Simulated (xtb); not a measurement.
xtb input:

```bash
xtb mol.xyz --gfn 2 --sp --chrg 0 --uhf 0
```
mol.xyz:
```
4

Cl    -0.68659719     1.77226795     0.01360776
Ga    -0.44205447    -0.35745114    -0.01093620
Cl     1.58938787    -1.04225937     0.00872680
H     -1.64375297    -1.32916055    -0.04066559
```

Problem. Predict the final energy.

Solution. -10.92886 Eh (GFN2-xTB).
